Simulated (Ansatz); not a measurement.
Several settings on one geometry of the cluster Cr3P3 (that of the charge 0 doublet, PBE0-D4/def2-SVP). Ansatz on 4 threads of Arm Neoverse V2 on a shared host; times are rough.

```xyz
6

Cr   -0.5907    1.2437    0.7221
Cr    0.1302   -1.2318    1.2275
Cr   -0.2840   -0.6309   -1.3215
P     0.9266    1.3886   -1.2349
P     1.7326    0.0713    0.2526
P    -1.9147   -0.8410    0.3541
```

Totals from different functionals, basis sets or treatments of relativity can't be compared as stabilities.

Correlated methods freeze 30 core orbitals; core or outer-core shells of Cr are correlated, in sets that lack core-valence functions.

Scalar relativity in a set contracted without it gives distorted totals.

At PBE0-D4/def2-SVP a quartet lies 1.24 eV below the doublet of charge 0, at its own geometry.

Q: Give the basis size and estimate the energy, ⟨S²⟩, dipole and time of these runs.

```tsv
run	method	charge	state	further keys
1	UKS B2GP-PLYP/def2-SVP	0	doublet	scf: {omitted_lower_state_checks: [starts]}; forces asked
2	UKS LDA (SPW92)/def2-TZVP	0	doublet	pseudopotentials: {relativity: scalar}; scf: {omitted_lower_state_checks: [starts]}; forces asked
3	UKS PBE0-D3(BJ)/def2-mTZVP	0	doublet	final_grid: {core_spheres: 8, valence_spheres: 7, degree: 23}; accuracy: high; scf: {omitted_lower_state_checks: [starts]}; forces asked
4	UKS PBE/def2-mTZVPP	0	doublet	nuclear_model: gaussian; scf: {omitted_lower_state_checks: [starts]}
```

A: 
```tsv
run	functions	energy (Eh)	⟨S²⟩	dipole (D)	wall time
1	147	-4155.1657	6.97	1.62	1.8 min
2	246	-4165.1859	4.75	0.92	10 s
3	165	-4156.5036	6.48	1.05	35 s
4	180	-4156.4145	5.08	–	14 s
```

At UKS B2GP-PLYP/def2-SVP, UKS LDA (SPW92)/def2-TZVP, UKS PBE0-D3(BJ)/def2-mTZVP, UKS PBE/def2-mTZVPP the charge 0 doublet is spin-contaminated (final ⟨S²⟩ up to 6.97, 0.75 for a pure state).
